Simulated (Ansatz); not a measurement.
```yaml
crystal:
  periodic: [false, false, false]
  atoms:
    - {symbol: C, position_ang: [-1.446977, 0.153730, -1.150688]}
    - {symbol: Nb, position_ang: [0.148156, -0.083050, 0.310880]}
    - {symbol: N, position_ang: [-0.617974, -0.687049, 1.759212]}
    - {symbol: N, position_ang: [1.394262, -1.461758, -0.379885]}
    - {symbol: N, position_ang: [0.894143, 1.716351, 0.680561]}
    - {symbol: H, position_ang: [-1.037910, 0.533991, -2.095676]}
    - {symbol: H, position_ang: [-1.941170, -0.800289, -1.355405]}
    - {symbol: H, position_ang: [-2.203533, 0.861634, -0.800274]}
    - {symbol: H, position_ang: [-1.107501, -1.033067, 2.569352]}
    - {symbol: H, position_ang: [2.054761, -1.299826, -1.129134]}
    - {symbol: H, position_ang: [1.553256, -2.377411, 0.012429]}
    - {symbol: H, position_ang: [0.828569, 2.226036, 1.548608]}
    - {symbol: H, position_ang: [1.502520, 2.215908, 0.044820]}
basis:
  gaussian: {orbitals: ANO-RCC-VTZP}
total_charge: -1
magnetization: {spin_polarized: true, initial_magnetization: 1}
hamiltonian: {xc: {name: M06-2X}}
```

```sh
$ ansatz run in.yaml --threads 4 --pin off --events-out ev --progress --plain --max-ram 11315MiB
```

Shortened log:

```
Error: YAML parse error: error: line 21 column 19: hamiltonian.xc: no functional is named "M06-2X"; the names, which are not case-sensitive, are SVWN5, SPW92, PBE, PBE0, PBEsol, revPBE, revPBE0, RPBE, rPW86-PBE, HSE06, wPBEh, LC-wPBE, HISS, HF, BLYP, B3LYP, B3LYP5, BHLYP, CAM-B3LYP, r2SCAN, r2SCANh, r2SCAN0, r2SCAN50, m-r2SCAN, B97, wB97, wB97X, wB97X-V, B97M-V, wB97M-V, B2PLYP, B2GP-PLYP, PBE0-DH, PBE-QIDH
  --> <input>:21:19
   |
19 | total_charge: -1
20 | magnetization: {spin_polarized: true, initial_magnetization: 1}
21 | hamiltonian: {xc: {name: M06-2X}}
   |                   ^ hamiltonian.xc: no functional is named "M06-2X"; the names, which are not case-sensitive, are SVWN5, SPW92, PBE, PBE0, PBEsol, revPBE, revPBE0, RPBE, rPW86-PBE, HSE06, wPBEh, LC-wPBE, HISS, HF, BLYP, B3LYP, B3LYP5, BHLYP, CAM-B3LYP, r2SCAN, r2SCANh, r2SCAN0, r2SCAN50, m-r2SCAN, B97, wB97, wB97X, wB97X-V, B97M-V, wB97M-V, B2PLYP, B2GP-PLYP, PBE0-DH, PBE-QIDH
```

Question: What is wrong with this run?

Answer: The method's name isn't one that the program takes here. The input was rejected before any iteration.

HSE06 is defined as in plane-wave codes.
